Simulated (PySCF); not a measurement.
dichloro(silyloxy)silane (Cl2H4OSi2), SMILES [SiH](Cl)(O[SiH3])Cl.

Geometry optimised at ωB97X-D3(BJ)/def2-SVP. The values are those of a single conformer.

Level of theory: r2SCAN/def2-TZVP in PySCF.

Computed frontier levels, gap, dipole moment and polarisability:
- highest occupied level = -8.09 eV
- lowest empty level = -0.65 eV
- orbital gap = 7.43 eV
- dipole moment = 1.02 D
- quadrupole, principal values (traceless, Buckingham form, about the centre of nuclear charge) = -2.90, -1.56, 4.45 D·Å
- mean static polarisability = 73.2 bohr³ (10.85 Å³)
- polarisability, principal values = 65.2, 75.7, 78.7 bohr³
